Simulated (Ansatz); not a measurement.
Input for Ansatz (a quantum-chemistry and plane-wave program): R-CCSD(T)/def2-TZVPPD on CH5I (a complex). Elements past Kr take the def2 small-core potentials; no spin–orbit coupling. Files ending in .json are basis or fitting sets from the Basis Set Exchange. The run froze 10 orbitals, filled d shells among them.

Ansatz 0.2 input:
```yaml
crystal:
  periodic: [false, false, false]
  atoms:
    - {symbol: C, position_ang: [-0.14059142, -0.06242755, -0.12195130]}
    - {symbol: H, position_ang: [-0.96647892, 0.43361270, 0.38685672]}
    - {symbol: H, position_ang: [-0.24617754, 0.07718293, -1.19688446]}
    - {symbol: H, position_ang: [0.80507662, 0.36940948, 0.20418357]}
    - {symbol: H, position_ang: [-0.15605080, -1.12819370, 0.10400600]}
    - {symbol: I, position_ang: [0.26201662, -0.60717294, 4.15675726]}
    - {symbol: H, position_ang: [0.13317980, -0.42243734, 2.55761169]}
basis:
  gaussian:
    orbitals: def2-TZVPPD.json
magnetization: {spin_polarized: false}
correlation: {method: ccsd_t, electrons: outside_noble_gas}
scf: {lower_state_search: off}
```

Program output:

```
WARN ansatz: RAYON_NUM_THREADS=1 ignored (pool sized by the plan → 1); use --threads N
Functional definition: HF
these checks for a lower state are left out or cut short: stability, starts, cluster_reference, orbital_swaps, neighbouring_geometries, increment
integrals: 0.60 GiB planned
1192 factors; integrals over basis functions are off by at most 1.3e-3 eV
mean field: 0.48 GiB planned
mean field evaluation 1: about -9181.1056 eV, gradient 2.3e1 eV
mean field evaluation 2: about -9181.1178 eV, gradient 2.3e1 eV
mean field evaluation 4: about -9182.6347 eV, gradient 2.3e0 eV
mean field evaluation 8: about -9182.6566 eV, gradient 2.0e-1 eV
mean field -9182.65680803 eV, -337.4564134668 hartree, gradient 2.2e-6 eV, S^2 0.000000; 0 other end points of the search recorded, 0 dependent functions left out
10 core orbitals not correlated
reference -9182.65680803 eV, -337.4564134668 hartree; 8, 8 occupied and 163, 163 virtual orbitals, 1192 factors
second order -9.56718907 eV of doubles, -0.00000000 eV of singles
coupled cluster: 1.61 GiB planned
cycle   1  -10.33598122 eV  change   -7.7e-1 eV  update   6.3e-2
cycle   2  -10.61128204 eV  change   -2.8e-1 eV  update   1.9e-2
cycle   3  -10.63493882 eV  change   -2.4e-2 eV  update   5.2e-3
cycle   4  -10.63406908 eV  change    8.7e-4 eV  update   1.3e-3
cycle   5  -10.63382119 eV  change    2.5e-4 eV  update   3.2e-4
cycle   6  -10.63378027 eV  change    4.1e-5 eV  update   1.0e-4
cycle   7  -10.63378964 eV  change   -9.4e-6 eV  update   2.9e-5
cycle   8  -10.63379488 eV  change   -5.2e-6 eV  update   8.9e-6
perturbative correction -0.34310670 eV, -0.0126089385 hartree
Total energy: -9193.63370961 eV, -337.8598071594 hartree
Checks for a lower state left out: stability, starts, cluster_reference, orbital_swaps, neighbouring_geometries, increment
```

The run converged.

Cost: roughly 40 core-seconds.
